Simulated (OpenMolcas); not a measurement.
An OpenMolcas run meant for Cu IV (ANO-RCC-VDZP, DKH2; inactive shells 1s 2s 2p 3s 3p; intended active space 8 electrons in 5 orbitals (3d)). One step of its input:

```
&CASPT2
Multistate=10 1 2 3 4 5 6 7 8 9 10
Frozen=2 3
IPEA=1.5
Imaginary=0.1
MaxIter=60
WThr=0.0 0.3 0.05
PrWF=0.5
NoMix
```

The run finished. Its levels beside those of a sound run (SS-CASPT2, IPEA 0.25 Eh, imaginary shift 0.1 Eh (closed shells correlated: 3s 3p)), in cm-1 above each run's lowest level:

```tsv
Level	This run	Usual run
3d8 3F4	0.0	0.0
3d8 3F3	1931	1930
3d8 3F2	3192	3189
3d8 1D2	16340	16081
3d8 3P2	21556	20934
3d8 3P1	22118	21462
3d8 3P0	22593	21936
3d8 1G4	27818	28056
```

Task: Which setting is unsound, and how much does it matter here?

Result: The IPEA shift is far above its usual 0.25 hartree. Against the sound run the excited levels shown move by 350 cm-1 on average and by 660 cm-1 at most.

Term energies are means over components that CASPT2 splits; among the terms shown or strongly mixed into the levels shown the widest spread is 950 cm-1 (3d8 3F, the sound run). Some high roots are left out of the spin-orbit mixing, which shifts the levels that they would mix with. Some levels mix across a computed gap that differs much from the measured one, so their mixing is not that of the real levels. The basis is small and was not contracted for so high a charge. Only configurations of the active space appear.
